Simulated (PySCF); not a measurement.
Computed shifts of a molecule C4H6ClF, HF/pcSseg-1 in PySCF, GIAO, gas phase, atoms alike by connectivity averaged where their shifts nearly agree, in ppm (number of nuclei): ¹⁹F: -79.4 (1). ¹³C: 102.0 (1), 40.8 (2), 12.3 (1). ¹H: 2.79 (2), 2.65 (2), 2.05 (1), 1.93 (1). References: ¹⁹F against CFCl3 (σ = 238.5 ppm); ¹³C against TMS (σ = 192.6 ppm); ³⁵Cl against HCl (σ = 958.2 ppm); ¹H against TMS (σ = 31.99 ppm), references at their B3LYP-D3(BJ)/def2-TZVP geometries, non-relativistic (without spin–orbit terms, shifts of atoms bonded to Cl or Br come out too high). The structure is a stationary point at PBE0-D3(BJ)/def2-SVP. One conformer was computed; it need not be the lowest.

Question: Pick the molecule that these values belong to.
(A) C[C@]1(F)C[C@H]1Cl
(B) C[C@H]1C[C@]1(F)Cl
(C) FC1(Cl)CCC1
(D) C=C(F)CCCl

Answer: C, FC1(Cl)CCC1
